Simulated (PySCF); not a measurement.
Delta-SCF ions had no search for a lower state. Excitations are Tamm–Dancoff values on a coarser integration grid. The basis has no diffuse functions, so Rydberg states are missing or too high.

Species: H₄ClSi, SMILES `[SiH3][ClH+]` (charge 1, multiplicity 1).

Question: Give the vertical ionisation energy (Delta-SCF), LUMO, S1 oscillator strength, hole reorganisation energy (four-point), HOMO–LUMO gap, HOMO, S1 excitation (TDA) and adiabatic ionisation energy (no zero-point term) at the level PySCF with r2SCAN-D4/def2-TZVP.

Answer: 
```json
{
 "vertical ionisation energy (Delta-SCF)": "18.13 eV",
 "LUMO": "-7.53 eV",
 "S1 oscillator strength": "0.001",
 "hole reorganisation energy (four-point)": "2.263 eV",
 "HOMO–LUMO gap": "7.27 eV",
 "HOMO": "-14.80 eV",
 "S1 excitation (TDA)": "7.34 eV",
 "adiabatic ionisation energy (no zero-point term)": "17.43 eV"
}
```
